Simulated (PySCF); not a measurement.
Ce²⁺: excitation energy

Ce²⁺ [Xe] 4f2 (high-spin determinant) → Ce²⁺ [Xe] 4f1 5d1 (high-spin determinant), as a difference of total energies. All numbers are calculated (PySCF 2.14, the spin-free X2C one-electron Hamiltonian (Gaussian nucleus), in ANO-RCC-VTZP (8s7p5d3f2g1h, 104 functions)). Correlated levels: valence: [Kr] 4d10 frozen; valence and next inner shell: [Ar] 3d10 frozen. The calculations carry no spin-orbit coupling.

```
                                method  excitation energy (eV)
                                   UHF                  -0.603
                                   LDA                   1.756
                                   PBE                   1.600
                                  PBE0                   1.131
                                r2SCAN                   1.592
                         MP2 (valence)                  -0.115
                     SCS-MP2 (valence)                  -0.262
    MP2 (valence and next inner shell)                  -0.170
SCS-MP2 (valence and next inner shell)                  -0.302
```

Problem. How much does correlation contribute at MP2 (valence and next inner shell)?

Solution. -0.170 − (-0.603) = 0.433 eV, measured against UHF.

A first-order spin-orbit estimate (lowest level to lowest level, LS coupling) adds -0.028 eV.

The determinant of the upper state and of the lower state mixes LS terms, which raises its energy above the lowest term, most at the Hartree-Fock and MP2 levels.
